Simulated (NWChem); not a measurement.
System: CHOS cation; SMILES [OH+]=C=S

NWChem input:

```
start job
memory heap 200 mb stack 900 mb global 1100 mb
charge 1
geometry units angstroms noautosym nocenter noautoz
  O     -0.118344     1.640700     0.000000
  C      0.003541     0.419766     0.000000
  S      0.022399    -1.074181     0.000000
  H      0.684647     2.204825     0.000000
end
basis spherical
  O library 6-31g*
  C library 6-31g*
  S library 6-31g*
  H library 6-31g*
end
dft
  xc xpbe96 cpbe96
  iterations 150
end
cosmo
  dielec 25.0
end
task dft energy
```

Parts of the log:

```
             Northwest Computational Chemistry Package (NWChem) 7.3.0
             --------------------------------------------------------

                             Geometry "geometry" -> ""
                             -------------------------

 Output coordinates in angstroms (scale by  1.889725989 to convert to a.u.)

  No.       Tag          Charge          X              Y              Z
 ---- ---------------- ---------- -------------- -------------- --------------
    1 O                    8.0000    -0.11834400     1.64070000     0.00000000
    2 C                    6.0000     0.00354100     0.41976600     0.00000000
    3 S                   16.0000     0.02239900    -1.07418100     0.00000000
    4 H                    1.0000     0.68464700     2.20482500     0.00000000

 Effective nuclear repulsion energy (a.u.)      88.1258381193

  pbe96 is a nonlocal functional; adding pw91lda local functional.

                                 NWChem DFT Module
                                 -----------------

 Summary of "ao basis" -> "ao basis" (spherical)
 ------------------------------------------------------------------------------
       Tag                 Description            Shells   Functions and Types
 ---------------- ------------------------------  ------  ---------------------
 O                           6-31g*                  6       14   3s2p1d
 C                           6-31g*                  6       14   3s2p1d
 S                           6-31g*                  8       18   4s3p1d
 H                           6-31g*                  2        2   2s

 in cosmo_initialize ...

 solvent parameters
 solvname_short: unkn
 solvname_long:  unknown
 dielec:       25.0000

          ---------------
          -cosmo- solvent
          ---------------
 Cosmo: York-Karplus, doi: 10.1021/jp992097l
 dielectric constant -eps-     =  25.00
 screen = (eps-1)/(eps    )    =   0.96000
 surface charge correction     = lagrangian

   van der Waals surface
 --------------------------

 ---------- ATOMIC COORDINATES (A.U.) ------------ VDWR(ANG.) --
     1   -0.22363773    3.10047343    0.00000000     1.720
     2    0.00669152    0.79324272    0.00000000     2.000
     3    0.04232797   -2.02990775    0.00000000     2.160
     4    1.29379523    4.16651510    0.00000000     1.300
 number of segments per atom =         32
 number of   points per atom =         32
 atom (   nspa,  nppa )
 ----------------------
    1 (     18,     0 )       0
    2 (     20,     0 )       0
    3 (     28,     0 )       0
    4 (     20,     0 )       0
 number of -cosmo- surface points =       86
 molecular surface =     84.768 angstrom**2
 molecular volume  =     68.961 angstrom**3
 G(cav/disp)       =      1.284 kcal/mol
 -lineq- algorithm             =   0
 -bem- low  level              =   2
 -bem- from -octahedral-
 gaussian surface charge width =   4.50000
 degree of switching           =   1.00000
 switching function tolerance  =   0.00010
 atomic radii =
 --------------
    1  8.000  1.720
    2  6.000  2.000
    3 16.000  2.160
    4  1.000  1.300
 ...... end of -cosmo- initialization ......

            General Information
            -------------------
          SCF calculation type: DFT
          Wavefunction type:  closed shell.
          No. of atoms     :     4
          No. of electrons :    30
           Alpha electrons :    15
            Beta electrons :    15
          Charge           :     1
          Spin multiplicity:     1
          Use of symmetry is: off; symmetry adaption is: off
          Maximum number of iterations: 150
          AO basis - number of functions:    48
                     number of shells:    22
          Convergence on energy requested:  1.00D-06
          Convergence on density requested:  1.00D-05
          Convergence on gradient requested:  5.00D-04

              XC Information
              --------------
          PerdewBurkeErnzerhof Exchange Functional  1.000
            Perdew 1991 LDA Correlation Functional  1.000 local
           PerdewBurkeErnz. Correlation Functional  1.000 non-local

             Grid Information
             ----------------
          Grid used for XC integration:  medium
          Radial quadrature: Mura-Knowles
          Angular quadrature: Lebedev.
          Tag              B.-S. Rad. Rad. Pts. Rad. Cut. Ang. Pts.
          ---              ---------- --------- --------- ---------
          O                   0.60       49           8.0       434
          C                   0.70       49           7.0       434
          S                   1.00       88           9.0       590
          H                   0.35       45          10.0       434
          Grid pruning is: on
          Number of quadrature shells:   231
          Spatial weights used:  Erf1

      Superposition of Atomic Density Guess
      -------------------------------------

 Sum of atomic energies:        -510.36851987

[...]

                                   COSMO solvation results
                                   -----------------------

                 gas phase energy =      -511.462141876931
                 sol phase energy =      -511.569110953681
 (electrostatic) solvation energy =         0.106969076750 (   67.12 kcal/mol)

                       DFT Final Molecular Orbital Analysis
                       ------------------------------------

 Vector   13  Occ=2.000000D+00  E=-4.911041D-01
              MO Center= -1.6D-02, -6.9D-01,  9.0D-09, r^2= 2.2D+00
   Bfn.  Coefficient  Atom+Function         Bfn.  Coefficient  Atom+Function
  ----- ------------  ---------------      ----- ------------  ---------------
    36      0.468317  3 S  py                34     -0.423260  3 S  s
    18     -0.283073  2 C  py                38     -0.272773  3 S  s
    20      0.193865  2 C  s                  4      0.192353  1 O  py
    30      0.191237  3 S  s                 32     -0.188378  3 S  py
     3     -0.181854  1 O  px                16      0.144094  2 C  s

 Vector   14  Occ=2.000000D+00  E=-3.665051D-01
              MO Center= -2.1D-02, -2.6D-01,  3.5D-10, r^2= 2.1D+00
   Bfn.  Coefficient  Atom+Function         Bfn.  Coefficient  Atom+Function
  ----- ------------  ---------------      ----- ------------  ---------------
    35      0.599666  3 S  px                17      0.300557  2 C  px
     3     -0.254983  1 O  px                31     -0.225616  3 S  px
    39      0.212199  3 S  px                 7     -0.189628  1 O  px
    21      0.163990  2 C  px                 6      0.120886  1 O  s
    47     -0.090920  4 H  s                  2      0.072665  1 O  s

 Vector   15  Occ=2.000000D+00  E=-3.475218D-01
              MO Center= -8.9D-03, -2.4D-01, -2.4D-09, r^2= 2.3D+00
   Bfn.  Coefficient  Atom+Function         Bfn.  Coefficient  Atom+Function
  ----- ------------  ---------------      ----- ------------  ---------------
    37      0.619601  3 S  pz                 5     -0.351800  1 O  pz
     9     -0.262834  1 O  pz                41      0.235874  3 S  pz
    33     -0.231800  3 S  pz                19      0.206202  2 C  pz
    23      0.118553  2 C  pz                25     -0.043865  2 C  d -1
    43      0.043857  3 S  d -1

 Vector   16  Occ=0.000000D+00  E=-1.630228D-01
              MO Center=  3.3D-02, -8.1D-02,  3.7D-10, r^2= 2.3D+00
   Bfn.  Coefficient  Atom+Function         Bfn.  Coefficient  Atom+Function
  ----- ------------  ---------------      ----- ------------  ---------------
    17      0.560404  2 C  px                35     -0.495004  3 S  px
    21      0.467622  2 C  px                39     -0.378269  3 S  px
     3     -0.182730  1 O  px                48     -0.177591  4 H  s
    31      0.174223  3 S  px                 7     -0.172153  1 O  px
    47     -0.141991  4 H  s                  6      0.136286  1 O  s

 Vector   17  Occ=0.000000D+00  E=-1.378277D-01
              MO Center= -2.8D-03, -1.5D-02,  3.6D-09, r^2= 2.2D+00
   Bfn.  Coefficient  Atom+Function         Bfn.  Coefficient  Atom+Function
  ----- ------------  ---------------      ----- ------------  ---------------
    19      0.572155  2 C  pz                23      0.505903  2 C  pz
    37     -0.451512  3 S  pz                41     -0.379750  3 S  pz
     5     -0.318842  1 O  pz                 9     -0.312278  1 O  pz
    33      0.158276  3 S  pz                43      0.111553  3 S  d -1

 Vector   18  Occ=0.000000D+00  E=-3.086702D-02
              MO Center=  2.7D-01,  5.6D-01, -2.2D-09, r^2= 3.5D+00
   Bfn.  Coefficient  Atom+Function         Bfn.  Coefficient  Atom+Function
  ----- ------------  ---------------      ----- ------------  ---------------
    20      1.267418  2 C  s                  6     -0.964806  1 O  s
    48      0.620359  4 H  s                 36     -0.455328  3 S  py
    40     -0.441434  3 S  py                34     -0.372196  3 S  s
    22      0.266419  2 C  py                 7     -0.252071  1 O  px
     2     -0.223808  1 O  s                  8      0.217889  1 O  py

     Multipole analysis of the density
     ---------------------------------

     L   x y z        total         alpha         beta         nuclear
     -   - - -        -----         -----         ----         -------
     0   0 0 0      1.000000    -15.000000    -15.000000     31.000000

     1   1 0 0      0.726966      0.252438      0.252438      0.222090
     1   0 1 0      1.089217     -0.081009     -0.081009      1.251235
     1   0 0 1      0.000000      0.000000      0.000000      0.000000

     2   2 0 0    -14.505455     -8.304204     -8.304204      2.102952
     2   1 1 0      3.099687      2.299517      2.299517     -1.499347
     2   1 0 1      0.000000      0.000000      0.000000      0.000000
     2   0 2 0     -5.413020    -84.690082    -84.690082    163.967144
     2   0 1 1      0.000000      0.000000      0.000000      0.000000
     2   0 0 2    -15.779587     -7.889793     -7.889793      0.000000
```

Level: PBE/6-31G* (spherical d), COSMO on the gas-phase geometry. Geometry: optimised at PBE0-D3(BJ)/def2-TZVP. COSMO prints the solvation energy as gas minus solution, so a positive value is a stabilisation.
